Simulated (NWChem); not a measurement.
System: ZnSiH$_{3}$OCl; SMILES [SiH3][O][Zn][Cl]

```xyz
7

Zn     0.2002    -0.4832     0.0006
Cl    -0.3943    -2.4856    -0.0013
O      0.7861     1.1579     0.0022
Si     0.1431     2.6765    -0.0010
H     -0.7071     2.9143    -1.2050
H      1.2448     3.6752     0.0013
H     -0.7140     2.9165     1.1977
```
Atoms are numbered in this order, from 1.

Results from NWChem. Pople sets run with spherical d functions. The geometry was optimised at B3LYP/6-31G* (spherical d). Field at 589 nm.

**Question.** Order these by “anisotropy (bohr³)”, lowest first: B3LYP/6-31G*; B3LYP/def2-SVP; B3LYP/def2-SVPD.

**Answer.** B3LYP/def2-SVPD (33.8), B3LYP/def2-SVP (38.0), B3LYP/6-31G* (39.2)
